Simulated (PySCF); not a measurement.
Compound: GaH₂I.
Geometry (PBE0-D3(BJ)/def2-SVP, Å), atoms numbered from 1 in this order:
```xyz
4
GaH2I angstrom
Ga     0.1453    0.2474   -0.0012
H      1.6988    0.1088    0.0137
H     -0.7202    1.5447   -0.0201
I     -1.1238   -1.9009    0.0077
```

Method: TDDFT CAM-B3LYP/def2-SVPD, vertical, gas phase, core orbitals frozen in the response, def2 core potentials past Kr in PySCF 2.14.0, density-fitted response routines. Spin–orbit coupling is left out.

Frontier orbitals with the atoms that hold most of them (Löwdin shares over 4%, at most four atoms; ? is withheld):

```
orbital  ε (eV)                            atoms
 LUMO+2    0.70                  Ga1 73%, I4 19%
 LUMO+1    0.17  I4 42%, Ga1 33%, H3 13%, H2 13%
   LUMO   -1.15                                ?
   HOMO       ?                                ?
 HOMO-1   -9.07                  I4 88%, Ga1 11%
 HOMO-2  -10.11    I4 61%, Ga1 25%, H2 7%, H3 7%
 HOMO-3  -10.93  Ga1 40%, H3 25%, H2 25%, I4 11%
```

Task: Give the leading atoms of the LUMO.

Result: Ga1 (bonded to I and 2 H) 62%; I4 (bonded to Ga) 19%; H3 (bonded to Ga) 9%; H2 (bonded to Ga) 9%. By element: gallium 62%, iodine 19%, hydrogen 19%.

Task: Which atoms hold the HOMO, and with what shares?

Result: I4 (bonded to Ga) 83%; Ga1 (bonded to I and 2 H) 11%.

Task: What is the HOMO energy, and the HOMO–LUMO gap?

Result: ε(HOMO) = -8.69 eV; the gap is 7.53 eV (0.2769 hartree).

Task: How does S1 compare with the orbital gap of 7.53 eV?

Result: S1 is at 4.33 eV (f = 0.0000), 3.20 eV below the gap, made of HOMO→LUMO (98%). 

Task: One configuration dominates each of S1, S2, S3, S4 and S5. Which, and how do the shares of the two leading atoms of either orbital change from the occupied to the empty one?

Result: 
- S1 (4.33 eV, f 0.0000), HOMO→LUMO (98%): I4 83% → 19%, Ga1 11% → 62%
- S2 (5.11 eV, f 0.050), HOMO-1→LUMO (94%): I4 88% → 19%, Ga1 11% → 62%
- S3 (5.55 eV, f 0.0013), HOMO-2→LUMO (99%): I4 61% → 19%, Ga1 25% → 62%
- S4 (5.65 eV, f 0.029), HOMO→LUMO+1 (94%): I4 83% → 42%, Ga1 11% → 33%
- S5 (5.96 eV, f 0.019), HOMO-1→LUMO+1 (94%): I4 88% → 42%, Ga1 11% → 33%

Löwdin shares depend on the basis, the more so with diffuse functions.
